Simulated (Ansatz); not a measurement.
Coupled-cluster diagnostics for the cluster Ca2O3, Ansatz.

Geometry of the singlet (r2SCAN-D4/def2-SVP):

```xyz
5

Ca   -0.260   -2.756    0.389
Ca    0.120    1.298   -0.183
O     0.308    3.182   -0.447
O    -0.808   -0.830   -0.131
O     0.641   -0.894    0.373
```

Correlated methods freeze 13 core orbitals; core or outer-core shells of Ca are correlated, in sets that lack core-valence functions. The structure holds one bond between oxygen atoms, so isomers without such links may lie far lower. The geometry of the singlet was relaxed on an unsound state (restricted singlet, unstable towards broken spin symmetry at other levels and untested here). Another isomer (singlet) lies 3.53 eV lower at PBE0-D4/def2-TZVP; other spin states weren't run for this one.

(1) Estimate the CCSD(T) correlation energy, the shares of MP2 and (T), T1 and the reference's ⟨S²⟩ for: charge 0, singlet, own geometry in def2-TZVPP; and the rough time on 4 threads of Arm Neoverse V2 on a shared host.

Results:

(1) 
```json
{"state": "charge 0, singlet, own geometry", "basis": "def2-TZVPP", "correlation (eV)": "-33.173", "MP2 share (%)": "96.0", "(T) share (%)": "3.8", "T1": "0.032", "⟨S²⟩ (pure)": "0.00 (0.00)", "wall time": "93 s", "remarks": "large T1 (0.032), restricted SCF unstable"}
```
Customary marks for T1 are 0.02 (closed shells), 0.045 (open shells) and about 0.05 (3d metals). T1 exceeds 0.02 in 1 of 1 rows and 0.045 in 0; the higher it lies, the less the single-reference result can be trusted.
